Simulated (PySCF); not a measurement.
Sn(Me)(SH) (CH4SSn), SMILES [SH][Sn][CH3] (connectivity only; charge and spin as stated), neutral, multiplicity 1.

Coordinates come from a r2SCAN-D4/def2-SVP optimisation. The def2 effective core potentials stand for the cores of Sn; spin–orbit coupling is left out. The values are those of a single conformer.

Level of theory: r2SCAN-D4/def2-SVP (PySCF).

Frequencies are harmonic and unscaled.

A small imaginary wavenumber (i) marks a very flat motion, where grid noise or a shallow saddle decides the sign.

```csv
mode,ν (cm⁻¹),IR (km/mol),Raman (Å⁴/amu),depolarisation,moving atoms (share of kinetic energy)
1,7i,0.4,0.0,–,H 98 %
2,142,1.7,3.9,0.75,"C 41 %, S 25 %, H 24 %, Sn 10 %"
3,335,33.2,20.8,0.36,"S 76 %, Sn 22 %"
4,359,11.1,7.9,0.75,H 97 %
5,476,39.8,27.8,0.33,"C 71 %, H 18 %, Sn 11 %"
6,593,0.1,0.2,0.74,"H 86 %, C 14 %"
7,616,1.9,9.9,0.55,H 94 %
8,729,20.8,6.4,0.63,"H 84 %, C 13 %"
9,1167,3.6,10.9,0.27,"H 82 %, C 18 %"
10,1417,3.1,11.6,0.66,H 95 %
11,1421,9.2,16.2,0.75,H 95 %
12,2691,0.7,152.0,0.31,H 97 %
13,3027,6.0,141.0,0.01,H 97 %
14,3137,4.7,69.2,0.75,"H 91 %, C 9 %"
15,3154,7.3,95.9,0.74,"H 90 %, C 10 %"
```
